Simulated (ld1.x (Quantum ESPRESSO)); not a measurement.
**In: one change to a TM semilocal potential, before and after**

indium, norm-conserving Troullier–Martins (semilocal form), made with ld1.x (Quantum ESPRESSO) 7.5 (PBE, scalar-relativistic). Core [Kr] 4d10, reference 5s2 5p0 (charge +1). Waves: 5p (bound, empty): rc 2.65 bohr; 5d channel at 0.25 Ry: rc 2.00 bohr; 5s (bound): rc 1.80 bohr. Local part: the s channel. Core correction: none.

All-electron outer shells of the reference configuration (PBE, scalar-relativistic, ld1.x):

| shell | level (eV) | outermost node (bohr) | outermost maximum (bohr) |
| --- | --- | --- | --- |
| 5s | -14.92 | 1.02 | 2.11 |
| 5p | -8.43 | 1.14 | 2.64 |

Change: functional PBEsol.

Cutoffs: the cutoffs (Ry, on a coarse ladder) from which the occupation-weighted sum of valence levels, in a spherical-Bessel basis at the reference potential, stays within 10 and 1 mRy of its value at 400 Ry; they do not see the model core or the augmentation charge, which bear on the density cutoff. Errors are all-electron minus pseudo energies relative to the spin-unpolarised reference configuration.

**Question.** What does the change do?

**Answer.** The potential gets neither clearly harder nor softer (21 Ry and 50 Ry → 21 Ry and 50 Ry); of the 7 tests that both files solve, the error grows in 0 and shrinks in 7 by more than 15 % and 0.3 meV (median size 59.3 → 32.7 meV); neither file shows a bound ghost. A semilocal file is local in each channel, so a ghost entry of none says nothing of the separable form that plane-wave codes build from it.

| quantity | base | changed |
| --- | --- | --- |
| cutoff, loose | 21 Ry | 21 Ry |
| cutoff, tight | 50 Ry | 50 Ry |
| bound ghosts | none | none |
| error for 5s2 5p1, meV [ΔE -5.36 eV] | +43 | +21 |
| error for 5s1 5p0, meV [ΔE 19.23 → 19.28 eV] | +90 | +58 |
| error for 5s2 5p0.5, meV [ΔE -3.42 eV] | +15 | +7.6 |
| error for 5s2 5p1.3, meV [ΔE -5.90 eV] | +59 | +29 |
| error for 5s0 5p3, meV [ΔE 6.58 → 6.65 eV] | +241 | +153 |
| error for 5s1 5p1, meV [ΔE 6.59 → 6.65 eV] | +39 | +33 |
| error for 5s1 5p2, meV [ΔE 0.48 → 0.52 eV] | +108 | +63 |
| s: phases at 2.90 bohr within 0.05 rad from the reference energy up to (Ry; the scan ends near 5) | 1.3 | 1.3 |
| p: phases at 2.90 bohr within 0.05 rad from the reference energy up to (Ry; the scan ends near 5) | 2.2 | 2.2 |
| d: phases at 2.90 bohr within 0.05 rad from the reference energy up to (Ry; the scan ends near 5) | 0.3 | 0.3 |
